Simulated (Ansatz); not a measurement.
Cost and result up the ladder for B(PH3)Cl3 (BPH3Cl3) (8 atoms). Total charge 0; singlet. Geometry: B3LYP-D4/def2-SVP.

```
atom    x (Å)    y (Å)    z (Å)
  B1  -0.9674  -0.1965  -0.4423
  P2   0.8467   0.1716   0.3875
  H3   0.8496   0.4228   1.7788
  H4   1.5423   1.2910  -0.1241
  H5   1.8031  -0.8622   0.2641
 Cl6  -1.9246   1.3286  -0.0935
 Cl7  -1.5611  -1.6872   0.4457
 Cl8  -0.5887  -0.4680  -2.2162
```

Ansatz on 4 threads of Arm Neoverse V1 on a shared host. Times are rough, and most runs start from the orbitals of an earlier one. CAM-B3LYP-D4/def2-TZVP serves as the yardstick here, not as an exact answer. Differences are given only for rows in sets of like size (and for xTB, whose basis is part of the method), since another set adds its own error. Binding counts from free atoms at the same level (B doublet, P quartet, H doublet, Cl doublet; other spins of the atoms weren't run), without zero-point energy or a counterpoise term.

LC-ωPBE has ω = 0.4 bohr⁻¹. B3LYP takes the VWN-RPA correlation. Correlated methods freeze 21 core orbitals.

Correlated methods converge slowly with the basis.

| level | functions | binding energy per atom (eV) | difference from CAM-B3LYP-D4/def2-TZVP (eV) |
| --- | --- | --- | --- |
| CCSD(T)/def2-TZVP | 197 | 2.97 | -0.13 |
| B3LYP-D4/def2-TZVP | 197 | 3.10 | 0.00 |
| PBE-D4/def2-TZVP | 197 | 3.19 | 0.09 |
| BLYP-D4/def2-TZVP | 197 | 3.09 | -0.01 |
| LC-ωPBE/def2-TZVP (with forces) | 197 | 3.07 | -0.03 |
| HF/STO-3G | 44 | 2.92 | – |
| r2SCAN-D4/def2-TZVP | 197 | 3.15 | 0.05 |
| LDA (SPW92)/def2-TZVP | 197 | 3.61 | 0.51 |
| B3LYP-D4/6-31G | 67 | 2.78 | – |
| CAM-B3LYP-D4/def2-TZVP | 197 | 3.10 | 0.00 |
| PBE0-D4/def2-SVP | 101 | 3.17 | – |
| PBE-D4/def2-SVP | 101 | 3.22 | – |
| revPBE-D4/def2-TZVP | 197 | 3.12 | 0.02 |
| HF/6-31G | 67 | 1.81 | – |

Problem. Estimate how long each takes.

Solution. HF/STO-3G 0.15 s; HF/6-31G 0.35 s; PBE-D4/def2-SVP 0.91 s; B3LYP-D4/6-31G 0.96 s; LDA (SPW92)/def2-TZVP 1.1 s; PBE0-D4/def2-SVP 1.2 s; revPBE-D4/def2-TZVP 1.8 s; BLYP-D4/def2-TZVP 1.8 s; PBE-D4/def2-TZVP 1.9 s; B3LYP-D4/def2-TZVP 2.7 s; CAM-B3LYP-D4/def2-TZVP 3.1 s; LC-ωPBE/def2-TZVP (with forces) 3.5 s; r2SCAN-D4/def2-TZVP 4.1 s; CCSD(T)/def2-TZVP 54 s. On shared hardware such times vary by a factor of up to 3.
